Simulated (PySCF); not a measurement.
# Spin states of TlH

Unrestricted PBE0; basis Tl def2-SVP with ECP60, H def2-SVP; scalar-relativistic core potentials; PySCF 2.14. Outer shells of the fragments: Tl 5d10 6s2 6p1; H 1s1.

Followed along the bond (rough minima from three points):

```tsv
2Ms+1	unpaired	⟨S²⟩ at the start	R at minimum (Å)	Te (eV)
1	none	0.00	1.92	0.00
3	σ ↑, π ↑	2.01	1.92	2.27
```

Solutions found at the starting distance of 1.750 Å, counted from the lowest of them; the search is not exhaustive and high or unbound solutions are not listed, so other states can lie among these:

| 2Ms+1 | unpaired | term | E (eV) | ⟨S²⟩ | ⟨Lz²⟩ | μ (D) |
| --- | --- | --- | --- | --- | --- | --- |
| 1 | none | ¹Σ⁺ | 0.00 | 0.00 | 0.00 | -0.41 |
| 3 | σ ↑, π ↑ | ³Π | 2.20 | 2.01 | 1.00 | 0.16 |
| 1 | σ ↑, π ↓ | mixed | 2.42 | 1.01 | 1.00 | 0.21 |
| 3 | σ ↑↑ | ³Σ⁺ | 5.45 | 2.00 | 0.00 | 2.22 |
| 3 | π ↑↑ | ³Σ⁻ | 6.35 | 2.08 | 0.00 | 0.28 |
| 1 | π ↑↓ | mixed | 6.72 | 1.00 | 2.01 | 0.26 |
| 1 | none | mixed | 7.40 | 0.00 | 2.00 | 0.29 |

A term symbol is given only where ⟨S²⟩ and ⟨Lz²⟩ are close to those of a pure state; real π, δ and φ orbitals otherwise mix terms. A positive dipole means Tl(−)H(+).

Spin–orbit coupling is left out, which matters for elements this heavy, above all for dissociation energies. Counting both spins, an empty level lies below a filled one in some of these solutions, because spin and occupation are held.
